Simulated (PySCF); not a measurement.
# Radial density of Er(49+) (erbium, charge +49)

UHF, [Ar] 3d1, 2D determinant. All numbers are calculated (PySCF 2.14, the non-relativistic Hamiltonian (point nucleus), in an even-tempered Gaussian basis (16 s from 11 bohr⁻², ratio 2.5; 10 p from 14 bohr⁻², ratio 2.5; 7 d from 14 bohr⁻², ratio 2.5; 4 f from 49 bohr⁻², ratio 2.7; 3 g from 74 bohr⁻², ratio 2.7)).

| r (bohr) | 4πr²ρ (e/bohr) | 4πr²(ρα − ρβ) |
| --- | --- | --- |
| 0.000400 | 0.4280 | 0.0000 |
| 0.000673 | 1.167 | 0.0000 |
| 0.00113 | 3.102 | 0.0000 |
| 0.00191 | 7.900 | 0.0000 |
| 0.00320 | 18.74 | -0.0001 |
| 0.00539 | 39.43 | -0.0002 |
| 0.00907 | 68.13 | -0.0003 |
| 0.0153 | 86.66 | 0.0009 |
| 0.0257 | 79.90 | 0.0209 |
| 0.0431 | 91.20 | 0.2371 |
| 0.0726 | 105.4 | 1.6129 |
| 0.122 | 49.90 | 5.1201 |
| 0.205 | 54.07 | 4.7203 |
| 0.345 | 9.787 | 0.5526 |
| 0.581 | 0.08069 | 0.0038 |

A non-relativistic calculation at this Z misses sizeable relativistic shifts. Spin-orbit coupling, absent here, splits the open shell strongly.
